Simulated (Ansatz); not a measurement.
Potential energy curve for B2, triplet.

Computed with full CI/cc-pVDZ, frozen core (Ansatz, a program for electronic structure).

**Question.** Relative to R = 1.61 Å, what are the energies at R = 1.38, 1.43, 1.53, 1.73 Å?

**Answer.** 98.1 kJ/mol at 1.38 Å, 57.3 kJ/mol at 1.43 Å, 11.8 kJ/mol at 1.53 Å, 7.7 kJ/mol at 1.73 Å.

The scan ran from 1.22 to 6.57 Å; beyond the distances shown full CI changes its symmetry label. Also computed but left out beside FCI, since their determinant holds another spin at the minimum (<S²> over 0.7 above the pure value): UHF, UMP2, UCCSD, UCCSD(T), UHF/3-21G, UMP2/3-21G.
